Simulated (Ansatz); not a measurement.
System: BeF$_{2}$, charge -1, multiplicity 2. 
Structure (B3LYP-D3(BJ)/def2-TZVP (Ansatz, a quantum-chemistry and plane-wave program) minimum search):
```xyz
3

Be    -0.0024     0.4916    -0.0891
F      1.1898    -0.2012    -0.5201
F     -1.1888    -0.0172     0.5598
```
Charge -1, spin multiplicity 2.

Task: Give the harmonic wavenumbers at B3LYP-D3(BJ)/def2-TZVP (Ansatz, finite differences of forces, unscaled).

Result: 312, 748, 1165 cm⁻¹. Zero-point energy 3.2 kcal/mol.

Task: From these and the geometry, give the ideal-gas thermochemistry at 298.15 K and 1 atm (rigid rotor, harmonic oscillator).

Result: Point group C2v, rotational symmetry number 2. Rotational constants 186.1, 7.758, 7.447 GHz. S(trans) 37.47, S(rot) 19.55, S(vib) 1.65, S(elec, spin only) 1.38, S 60.1 cal/(mol K). H(298) - H(0) 2.70 kcal/mol; G - E(el) -12.0 kcal/mol.
